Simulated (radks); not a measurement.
The mean radii <r> (bohr) of the occupied orbitals of an atom or ion are listed with their occupations. Method: scalar-relativistic Kohn-Sham, PBE, spin-polarised, spherical densities, point nucleus; computed with a radial shooting solver on a logarithmic mesh with Libxc functionals.

| orbital | occ. | <r> |
|---|---|---|
| 1s down | 1 | 0.05845 |
| 1s up | 1 | 0.05845 |
| 2s up | 1 | 0.2670 |
| 2s down | 1 | 0.2667 |
| 2p up | 3 | 0.2356 |
| 2p down | 3 | 0.2353 |
| 3s up | 1 | 0.8149 |
| 3s down | 1 | 0.8166 |
| 3p up | 3 | 0.8652 |
| 3p down | 3 | 0.8687 |
| 3d up | 5 | 1.188 |
| 3d down | 2 | 1.270 |

Name the element and its charge. Open shells, if any, are filled with parallel spins first.

Answer. Z = 26, iron, charge +1: Fe+ in [Ar] 3d7. The 1s radius gives Z: for a bare nucleus <r> = (2 gamma + 1)/(2Z) with gamma = sqrt(1 - (Z/c)^2), 0.05699 bohr for Z = 26, and screening makes it slightly larger (0.05845 here). The occupations add up to 25, and the charge is Z minus that.
